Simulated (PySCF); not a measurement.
# Polarisability and C₆ of W³⁴⁺ (tungsten, charge +34)

[Kr] 4d4, high-spin 5D determinant. All numbers are calculated (PySCF 2.14, no relativity, point nucleus, in an even-tempered Gaussian basis (18 s from 3.2 bohr⁻², ratio 2.5; 12 p from 4.1 bohr⁻², ratio 2.5; 9 d from 4.1 bohr⁻², ratio 2.5; 4 f from 18 bohr⁻², ratio 2.7; 3 g from 27 bohr⁻², ratio 2.7)). Coupled (time-dependent) response in atomic units; α is the mean over directions.

```
method  mean α (bohr³)               α xx, yy, zz  C₆ (like pair)      S(−4)
   UHF         0.05216  0.05392, 0.05392, 0.04862         0.01964  0.0009318
```

S(−4) is the Cauchy moment in α(ω) = α(0) + S(−4) ω² + …

Spin-orbit coupling is absent.

α(iu) at UHF:

```json
{"u (hartree)": "0", "α(iu) (bohr³)": "0.05215"}
{"u (hartree)": "1.00", "α(iu) (bohr³)": "0.05124"}
{"u (hartree)": "2.00", "α(iu) (bohr³)": "0.04875"}
{"u (hartree)": "4.00", "α(iu) (bohr³)": "0.04132"}
{"u (hartree)": "6.00", "α(iu) (bohr³)": "0.03382"}
{"u (hartree)": "8.00", "α(iu) (bohr³)": "0.02777"}
{"u (hartree)": "10.0", "α(iu) (bohr³)": "0.02318"}
{"u (hartree)": "15.0", "α(iu) (bohr³)": "0.01600"}
{"u (hartree)": "20.0", "α(iu) (bohr³)": "0.01206"}
{"u (hartree)": "30.0", "α(iu) (bohr³)": "0.008002"}
{"u (hartree)": "50.0", "α(iu) (bohr³)": "0.004685"}
```

For an ion, C₆ is the dispersion term alone; charge-induced terms of lower order in 1/R come first.

The components differ because the open shell of this determinant is not spherical; for a pure term their mean is the scalar polarisability.

A non-relativistic calculation at this Z misses sizeable relativistic shifts. Spin-orbit coupling is strong in this species (close to jj coupling), so the high-spin LS determinant is a model state, not a physical level.
